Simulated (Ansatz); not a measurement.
Gas-phase electronic energies from Ansatz, PBE0-D4/def2-TZVP geometries. CCSD(T)/CBS adds triple-zeta CCSD(T) − MP2 to the extrapolated MP2 energy (def2 sets, frozen cores). This one scheme is used for every species, atoms too. Functionals use def2-TZVPP. HSE06 is defined as in plane-wave codes. No spin–orbit coupling; open shells (•) take unrestricted orbitals. Spin–orbit coupling would lower the free atoms: a little for Al, C, Cl.

`[CH3][Al]([Cl])[Cl]` → Al• + C• + 2 Cl• + 3 H•  (atomization)

`[CH3][Al]([Cl])[Cl]`:

```xyz
7

C     0.613    0.591    0.474
Al   -0.613   -0.567   -0.462
Cl   -0.002   -2.428   -1.191
Cl   -2.607   -0.041   -0.804
H     0.133    1.520    0.787
H     1.011    0.088    1.360
H     1.466    0.837   -0.163
```

(1) What is ΔE at CCSD(T)/CBS? (Estimate.)

(2) What do these levels give: LDA (SPW92), PBE0-D4, HSE06-D4, ωB97X-V, ωB97M-V, PBE-QIDH, revPBE, r2SCAN0, SCS-MP2/def2-TZVPP, HF/def2-QZVPP, HF/CBS(def2), MP2/CBS(def2)? (Best estimate.)

Largest T1 diagnostic among the species: 0.018.

Answers

(1) The calculation gave: +2461.4 kJ/mol.

(2) Computed: LDA (SPW92) 2734.1, PBE0-D4 2454.0, HSE06-D4 2455.6, ωB97X-V 2461.6, ωB97M-V 2467.7, PBE-QIDH 2455.2, revPBE 2378.2, r2SCAN0 2445.6, SCS-MP2/def2-TZVPP 2419.6, HF/def2-QZVPP 1909.2, HF/CBS(def2) 1909.6, MP2/CBS(def2) 2516.4 kJ/mol.

The D4 term adds +24.7 kJ/mol with B3LYP and +13.1 kJ/mol with PBE0; it sums over pairs of atoms, weighted by their polarisabilities, and B3LYP, whose exchange is more repulsive, gets the larger term. From BLYP to BHLYP (50 % exact exchange), in def2-TZVPP and without D4, ΔE moves by −4.3 kJ/mol: exact exchange takes away binding that semilocal exchange gives to molecules. In def2-TZVPP, CCSD(T) changes the Hartree–Fock value by +488.4 kJ/mol (the triples alone add +33.3 kJ/mol) and MP2 by +543.4 kJ/mol; breaking electron pairs costs correlation energy, which Hartree–Fock lacks.

B3LYP here is the variant with VWN-RPA as its local correlation; programs differ in this.

For atomizations the MP2-based limit and the directly extrapolated one differ by several kJ/mol either way, and by 10 to 25 for some Ge, Se and Sn compounds, so smaller differences from it don't rank the levels.
